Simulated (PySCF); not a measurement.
Ta(NH)(OH)(NH2)2 (H6N3OTa), SMILES [NH]=[Ta]([NH2])([NH2])[OH], multiplicity 1. Coordinates come from a PBE-D3(BJ)/def2-SVP optimisation. The multiplicity is an assumed one; no other spin state was optimised. The structure was generated by enumeration; whether it is a known compound was not checked. The def2 effective core potentials stand for the cores of Ta; spin–orbit coupling is left out. The values are those of a single conformer.

Computed equilibrium geometry at PBE-D3(BJ)/def2-SVP (PySCF confirms it by a frequency run) as Cartesian coordinates in Å, and its point group (one conformer of several):
point group Cs.
```xyz
11

Ta     0.0292    -0.0134     0.0000
N      1.7237     0.5566     0.0000
H      2.7257     0.7497     0.0000
O     -0.2323    -1.9322     0.0000
H      0.3170    -2.7309     0.0000
N     -0.7938     0.7505     1.6612
H     -0.3660     1.4182     2.3079
H     -1.7681     0.5875     1.9403
N     -0.7938     0.7505    -1.6612
H     -0.3660     1.4182    -2.3079
H     -1.7681     0.5875    -1.9403
```
Charge 0, spin multiplicity 1.
